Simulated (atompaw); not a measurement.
Varying the PAW (atompaw) potential for Cu (Z = 29)

Base potential:

```
Element                 : Cu (Z = 29)
Generator               : atompaw 4.2.0.5
Type                    : PAW
Functional              : PBE
Relativity              : scalar-relativistic
Frozen core             : [Ar]
Valence charge          : 11
Reference configuration : 3d10 4s0 4p0 (charge +1)
Partial waves           : 4s (bound, empty): rc 2.50 bohr; 4s channel at 3.65 Ry: rc 2.50 bohr; 4p (bound, empty): rc 2.50 bohr; 4p channel at 4.2 Ry: rc 2.50 bohr; 3d (bound): rc 1.10 bohr; 3d channel at 2.7 Ry: rc 1.10 bohr
Local potential         : bessel scheme, radius 2.10 bohr
Core correction         : smooth core density matched at 1.30 bohr
Augmentation charge     : besselshape compensation charge, radius 1.95 bohr; PAW radius 2.50 bohr; waves and projectors: custom rrkj gramschmidtortho
```

All-electron outer shells of the reference configuration (PBE, scalar-relativistic, ld1.x):

| shell | level (eV) | outermost node (bohr) | outermost maximum (bohr) |
| --- | --- | --- | --- |
| 3p | -80.79 | 0.26 | 0.62 |
| 3d | -13.66 | – | 0.60 |
| 4s | -11.89 | 0.89 | 2.13 |
| 4p | -6.55 | 0.97 | 2.81 |

Cutoffs, loose and tight: the cutoffs (Ry, on a coarse ladder) from which the occupation-weighted sum of valence levels, in a spherical-Bessel basis at the reference potential, stays within 10 and 1 mRy of its value at 400 Ry. They see the waves, projectors and local potential, not the compensation charge or the core. A dash means not determined.

```csv
change,outcome,"cutoff, loose","cutoff, tight",bound ghosts
base,generated,120 Ry,200 Ry,none
"all radii scaled by about 0.87 (s 2.18, p 2.18, d 0.96 bohr); local potential bessel scheme, radius 1.84 bohr; augmentation besselshape compensation charge, radius 1.70 bohr; PAW radius 2.18 bohr; waves and projectors: custom rrkj gramschmidtortho; core correction smooth core density matched at 1.14 bohr",generated,160 Ry,260 Ry,none
"all radii scaled by about 1.07 (s 2.66, p 2.66, d 1.18 bohr); local potential bessel scheme, radius 2.24 bohr; augmentation besselshape compensation charge, radius 2.08 bohr; PAW radius 2.66 bohr; waves and projectors: custom rrkj gramschmidtortho; core correction smooth core density matched at 1.38 bohr",generated,100 Ry,160 Ry,none
"all radii scaled by about 1.12 (s 2.80, p 2.80, d 1.24 bohr); local potential bessel scheme, radius 2.36 bohr; augmentation besselshape compensation charge, radius 2.18 bohr; PAW radius 2.80 bohr; waves and projectors: custom rrkj gramschmidtortho; core correction smooth core density matched at 1.46 bohr",generated,80 Ry,140 Ry,none
"all radii scaled by about 1.18 (s 2.94, p 2.94, d 1.30 bohr); local potential bessel scheme, radius 2.46 bohr; augmentation besselshape compensation charge, radius 2.30 bohr; PAW radius 2.94 bohr; waves and projectors: custom rrkj gramschmidtortho; core correction smooth core density matched at 1.52 bohr",generated,70 Ry,110 Ry,none
"all radii scaled by about 1.24 (s 3.10, p 3.10, d 1.36 bohr); local potential bessel scheme, radius 2.62 bohr; augmentation besselshape compensation charge, radius 2.42 bohr; PAW radius 3.10 bohr; waves and projectors: custom rrkj gramschmidtortho; core correction smooth core density matched at 1.62 bohr",generated,60 Ry,100 Ry,none
"all radii scaled by about 1.30 (s 3.26, p 3.26, d 1.44 bohr); local potential bessel scheme, radius 2.74 bohr; augmentation besselshape compensation charge, radius 2.54 bohr; PAW radius 3.26 bohr; waves and projectors: custom rrkj gramschmidtortho; core correction smooth core density matched at 1.70 bohr",generated,50 Ry,90 Ry,none
```

What comes out with this change to the base: all radii scaled by about 0.79 (s 1.98, p 1.98, d 0.88 bohr); local potential bessel scheme, radius 1.66 bohr; augmentation besselshape compensation charge, radius 1.54 bohr; PAW radius 1.98 bohr; waves and projectors: custom rrkj gramschmidtortho; core correction smooth core density matched at 1.04 bohr?

outcome: generated; cutoff, loose: 200 Ry; cutoff, tight: 300 Ry; bound ghosts: none.

What comes out with this change to the base: all radii scaled by about 0.94 (s 2.34, p 2.34, d 1.04 bohr); local potential bessel scheme, radius 1.98 bohr; augmentation besselshape compensation charge, radius 1.82 bohr; PAW radius 2.34 bohr; waves and projectors: custom rrkj gramschmidtortho; core correction smooth core density matched at 1.22 bohr?

outcome: generated; cutoff, loose: 140 Ry; cutoff, tight: 230 Ry; bound ghosts: none.

What comes out with this change to the base: all radii scaled by about 0.76 (s 1.90, p 1.90, d 0.84 bohr); local potential bessel scheme, radius 1.60 bohr; augmentation besselshape compensation charge, radius 1.48 bohr; PAW radius 1.90 bohr; waves and projectors: custom rrkj gramschmidtortho; core correction smooth core density matched at 0.98 bohr?

outcome: generated; cutoff, loose: 200 Ry; cutoff, tight: over 300 Ry; bound ghosts: none.

Reading the sweep of the scale of all radii (base = 1) (base included, trends over the rows without a ghost): The loose cutoff falls from 200 Ry at 0.76 to 50 Ry at 1.3. A larger radius leaves more room for a smooth pseudo-wave, so fewer plane waves are needed; a smaller one forces it to follow the all-electron wave where it bends sharply.
